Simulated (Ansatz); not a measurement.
Calculated with Ansatz (gas phase, PBE0-D4/def2-TZVP geometries, no zero-point term in ΔE). CCSD(T)/CBS is the MP2 limit (def2-TZVPP, def2-QZVPP) plus CCSD(T) − MP2 in def2-TZVPP, frozen cores. This one scheme is used for every species. DFT in def2-TZVPP. def2 core potentials past Kr. For Sb outer-core shells are correlated without core-valence functions, which leaves a few kJ/mol of doubt a bond. Each species was taken in one conformer, which may not be the lowest.

`O[SiH2][CH2][SbH2]` + ethane → `CCC[SiH2]O` + stibine  (formal exchange of groups at a C–Sb bond)

`O[SiH2][CH2][SbH2]`:

```xyz
11

O    -0.586    1.670   -0.840
Si   -0.916    0.662    0.430
C    -0.272   -0.994   -0.080
Sb    1.673   -0.806   -1.043
H    -0.821    2.594   -0.761
H    -0.225    1.123    1.667
H    -2.383    0.646    0.702
H    -0.169   -1.650    0.786
H    -0.938   -1.473   -0.800
H     2.371   -2.097   -0.156
H     2.265    0.326    0.096
```

`CC`:

Z-matrix (Å, degrees):
```
C
C 1 1.519
H 1 1.093 2 111.4
H 1 1.093 2 111.4 3 120.0
H 1 1.093 2 111.4 3 -120.0
H 2 1.093 1 111.4 3 180.0
H 2 1.093 1 111.4 3 -60.0
H 2 1.093 1 111.4 3 60.0
```

`CCC[SiH2]O`:

Cartesian coordinates in Å:
```
C -1.295 -0.935 -0.793
C 0.221 -0.840 -0.854
C 0.760 0.566 -0.585
Si 0.441 1.245 1.130
O 0.938 0.197 2.309
H -1.683 -0.672 0.196
H -1.638 -1.946 -1.023
H -1.761 -0.254 -1.510
H 0.560 -1.176 -1.839
H 0.663 -1.540 -0.136
H 0.344 1.277 -1.310
H 1.846 0.582 -0.736
H 1.237 2.482 1.332
H -1.005 1.564 1.313
H 0.374 -0.551 2.506
```

`[SbH3]`:

Z-matrix (Å, degrees):
```
Sb
H 1 1.707
H 1 1.707 2 91.4
H 1 1.707 2 91.4 3 91.4
```

```tsv
level	ΔE (kJ/mol)
PBE0-D4	34.6
PBE0	34.3
```

(1) What does CCSD(T)/CBS give? (Estimate.)

Largest T1 diagnostic among the species: 0.014.

Answers

(1) The calculation gave: +41.9 kJ/mol. The listed levels differ from it by -7.3, -7.6 kJ/mol.

In def2-TZVPP, CCSD(T) changes the Hartree–Fock value by +3.9 kJ/mol (the triples alone add +1.4 kJ/mol) and MP2 by +10.9 kJ/mol.

CCSD(T)/CBS has its own doubt, a few kJ/mol and more with outer-core shells, so smaller differences from it don't rank the levels.
